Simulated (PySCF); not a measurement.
Species: C₃H₁₀Sn, charge 0, multiplicity 1. 
Geometry from a B3LYP-D3(BJ)/def2-TZVP (Ansatz) optimisation:
```
Sn
H 1 1.7241
C 1 2.1633 2 109.40
H 3 1.0894 1 110.25 2 60.10
H 3 1.0894 4 108.84 1 121.05
H 3 1.0898 4 108.85 5 118.50
C 1 2.1633 2 109.40 3 -120.00
H 7 1.0894 1 110.25 2 60.10
H 7 1.0894 8 108.84 1 121.05
H 7 1.0898 8 108.85 9 118.50
C 1 2.1633 2 109.40 3 120.00
H 11 1.0894 1 110.25 2 -60.10
H 11 1.0894 12 108.84 1 -121.05
H 11 1.0898 12 108.85 13 -118.50
```
Charge 0, spin multiplicity 1.

Dispersion corrections to the total energy (kcal/mol) from the dftd3 and dftd4 libraries through PySCF: D3(BJ) without and D4 with the three-body term, each with the damping fitted for the functional named.

```csv
functional,D3(BJ),D4
LC-wPBE,-6.21,-6.63
CAM-B3LYP,-5.32,…
PBE,-6.14,-5.93
BLYP,-13.36,-12.64
BP86,-10.53,-8.10
revPBE,-14.69,…
TPSS,-7.88,…
```

Task: Fill in the missing entries.

Result: 
- CAM-B3LYP, D4: -5.19
- revPBE, D4: -16.70
- TPSS, D4: -7.92
